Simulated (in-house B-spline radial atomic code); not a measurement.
Values are calculated unless marked as measured or tabulated.
**Stopping and range of 2 keV Sb in InAs**

The pair potential comes from two frozen, spherical free-atom densities (PBE, B-spline radial code, scalar-relativistic past argon): electrostatics plus the change in Thomas-Fermi kinetic and Dirac exchange energy where they overlap, the recipe behind the universal ZBL potential, which averages such potentials (from solid-state densities) over many pairs. It is written V = (Z1 Z2 e²/r) φ(r/a), with e² = 14.3996 eV·Å and a = 0.46850 Å/(Z1^0.23 + Z2^0.23); ZBL's fit is φ = 0.18175 e^(−3.1998x) + 0.50986 e^(−0.94229x) + 0.28022 e^(−0.4029x) + 0.02817 e^(−0.20162x). Where φ falls below 4e-4 it is continued as an exponential.

The target is taken as amorphous, with density 5.68 g/cm³ (NSM archive of the Ioffe Institute); channelling is ignored. Masses: Sb 121.76, In 114.82, As 74.92 u. Nuclear stopping is S_n = 4π a Z1 Z2 e² M1/(M1 + M2) × s_n(ε), with s_n integrated over impact parameters for each pair. Electronic stopping is Lindhard and Scharff's S_e = Z1^(1/6) 8π e² a0 Z1 Z2/(Z1^(2/3) + Z2^(2/3))^(3/2) × v/v0, with a0 = 0.529177 Å and v = v0 at 24.801 keV/u; it misses the oscillations with Z1 seen in experiment, which reach tens of per cent. Compounds add by atom fraction.

```csv
target atom,a (Å),ε at this energy,"s_n, this pair","s_n, ZBL potential"
In,0.09526,0.00257,0.0914,0.09022
As,0.09957,0.00313,0.09953,0.09918
```

**Question.** What are the atom density and the stopping powers at entry?

**Answer.** N = 5.68 × 0.602214/94.87 = 0.03606 atoms/Å³. For In: S_n = 22170 × 0.0914 = 2026 eV·Å², S_e = 3.7504 × √2000 = 167.7 eV·Å². For As: S_n = 18770 × 0.09953 = 1868 eV·Å², S_e = 3.0301 × √2000 = 135.5 eV·Å². Averaged over the target's atoms (half each) and times N × 10 Å/nm, the ion loses N S_n = 702 eV/nm to recoils and N S_e = 54.7 eV/nm to electrons; the nuclear share is 93 %.

Along the track:

```json
{"E (keV)": "0.1", "N S_n (eV/nm)": "136", "N S_e (eV/nm)": "12.2"}
{"E (keV)": "0.3", "N S_n (eV/nm)": "259", "N S_e (eV/nm)": "21.2"}
{"E (keV)": "0.6", "N S_n (eV/nm)": "380", "N S_e (eV/nm)": "29.9"}
{"E (keV)": "1", "N S_n (eV/nm)": "498", "N S_e (eV/nm)": "38.7"}
{"E (keV)": "1.5", "N S_n (eV/nm)": "611", "N S_e (eV/nm)": "47.3"}
{"E (keV)": "2", "N S_n (eV/nm)": "702", "N S_e (eV/nm)": "54.7"}
```

**Question.** Estimate the path length and the projected range.

**Answer.** With continuous slowing down the path is the integral of dE/(N (S_n + S_e)). Trapezoids over the table give 4.35 nm, and the stretch below the first row, with stopping taken as √E, adds 2E/(N S) = 1.4 nm: 5.7 nm in all, against 5.39 nm on a fine grid from 5 eV, a cut that itself drops some per cent of so short a path. Deflections shorten the depth: to first order in the energy passed on, N (S_n + S_e) dR_p/dE = 1 − N S_n (M2/M1) R_p/(2E), summed over the target's atoms, and integrating this on the fine grid gives R_p = 3.14 nm, 0.58 of the path. Lindhard's rule of thumb R/(1 + M2/3M1), with mean M2/M1 = 0.78, gives 4.28 nm. On the ZBL potential the same equation gives 3.19 nm, and the full integral equation, which keeps hard collisions, 3.16 nm.
